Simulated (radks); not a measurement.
Problem. The mean radii <r> (bohr) of the occupied orbitals of an atom or ion are listed with their occupations. All-electron calculation, Dirac Kohn-Sham, Slater X-alpha with alpha = 0.993, spin-unpolarised, spherical densities, finite nucleus; Fermi nuclear charge, rms radius of each element as measured or else 0.836 A^(1/3) + 0.57 fm. Program: a radial shooting solver on a logarithmic mesh with Libxc functionals.

orbital  occ.      <r>
1s1/2       2  0.01802
2s1/2       2  0.07538
2p1/2       2  0.06222
2p3/2       4  0.07029
3s1/2       2   0.1961
3p1/2       2   0.1859
3p3/2       4   0.2008
3d3/2       4   0.1753
3d5/2       6   0.1799
4s1/2       2   0.4378
4p1/2       2   0.4415
4p3/2       4   0.4746
4d3/2       4   0.4877
4d5/2       6   0.4989
5s1/2       2    1.022
5p1/2       2    1.116
4f5/2       6   0.5586
4f7/2       8   0.5667
5p3/2       4    1.216
5d3/2       4    1.756
5d5/2       1    1.828
6s1/2       2    2.905

Name the element and its charge. Open shells, if any, fill j = l - 1/2 first.

Solution. Z = 75, rhenium, charge 0: Re in [Xe] 4f14 5d5 6s2. The 1s radius gives Z: for a bare nucleus <r> = (2 gamma + 1)/(2Z) with gamma = sqrt(1 - (Z/c)^2), 0.01783 bohr for Z = 75, and screening makes it slightly larger (0.01802 here). The occupations add up to 75, and the charge is Z minus that.
